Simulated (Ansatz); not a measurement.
Basis-set series for CH₄SeSi, SMILES `C1[SiH2][Se]1`. Charge 0, multiplicity 1. The structure was optimised at the PBE0-D4/def2-TZVP level.

Cartesian coordinates in Å:
```
C 0.338 0.063 0.872
Si -0.256 -0.222 -0.845
Se -0.662 1.691 0.217
H -0.165 -0.414 1.707
H 1.386 0.277 1.056
H 0.731 -0.229 -1.946
H -1.373 -1.166 -1.062
```

```tsv
functional	basis	functions	energy (Eh)	HOMO (eV)	LUMO (eV)
PBE0-D4	def2-TZVPP	177	-2731.12956	-6.63	-0.55
PBE0-D4	def2-QZVPP	336	-2731.19215	-6.65	-0.64
ωB97M-V	def2-TZVPP	177	-2731.39727	-8.77	1.20
ωB97M-V	def2-QZVPP	336	-2731.45740	-8.79	0.90
```

Task: Give the rows for def2-SVP. (An estimate is asked.)

Result: Ansatz gave: 
```
functional     basis  functions  energy (Eh)  HOMO (eV)  LUMO (eV)
   PBE0-D4  def2-SVP         84  -2730.68612      -6.53      -0.32
   ωB97M-V  def2-SVP         84  -2730.95174      -8.65       1.62
```

Positive LUMOs are unbound and depend on the basis. Scalar relativity is left out up to krypton.
